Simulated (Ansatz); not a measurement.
`F[SiH](Cl)I` + `[NH2][GeH2][Cl]` → `F[SiH](Cl)[NH][GeH2][Cl]` + HI  (ligand exchange at the Si–I bond)

Program: Ansatz. Geometries: PBE0-D4/def2-TZVP. ΔE: electronic, gas phase. CCSD(T)/CBS adds triple-zeta CCSD(T) − MP2 to the extrapolated MP2 energy (def2 sets, frozen cores). Functionals use def2-TZVPP. B3LYP here is the variant with VWN-RPA as its local correlation; programs differ in this. def2 core potentials past Kr. For Ge, I outer-core shells are correlated without core-valence functions, which leaves a few kJ/mol of doubt a bond. Scalar relativity is left out up to krypton. Each species was taken in one conformer, which may not be the lowest.

```
             level  ΔE (kcal/mol)  difference from CCSD(T)/CBS
            PBE-D4            3.0                          2.6
         r2SCAN-D4            1.4                          1.0
           PBE0-D4            1.9                          1.5
          B3LYP-D4           -0.2                         -0.6
           ωB97X-V           -0.1                         -0.5
           ωB97M-V           -0.3                         -0.7
            B2PLYP            0.6                          0.2
               PBE            4.1                          3.7
            r2SCAN            1.8                          1.4
              PBE0            2.9                          2.5
             B3LYP            1.5                          1.1
     HF/def2-TZVPP           -1.0                         -1.4
    MP2/def2-TZVPP            0.0                         -0.4
SCS-MP2/def2-TZVPP           -0.8                         -1.2
   CCSD/def2-TZVPP           -2.0                         -2.4
CCSD(T)/def2-TZVPP           -1.8                         -2.2
     HF/def2-QZVPP           -1.0                         -1.4
    MP2/def2-QZVPP            1.2                          0.8
SCS-MP2/def2-QZVPP            0.4                          0.0
      HF/CBS(def2)           -1.0                         -1.4
     MP2/CBS(def2)            2.2                          1.8
    CCSD/CBS(def2)            0.2                         -0.2
       CCSD(T)/CBS            0.4                            0
```

Largest T1 diagnostic among the species: 0.011.

From PBE to PBE0 (25 % exact exchange), in def2-TZVPP and without D4, ΔE moves by −1.2 kcal/mol. The D4 term adds −1.7 kcal/mol with B3LYP and −1.1 kcal/mol with PBE0; it sums over pairs of atoms, weighted by their polarisabilities, and B3LYP, whose exchange is more repulsive, gets the larger term.
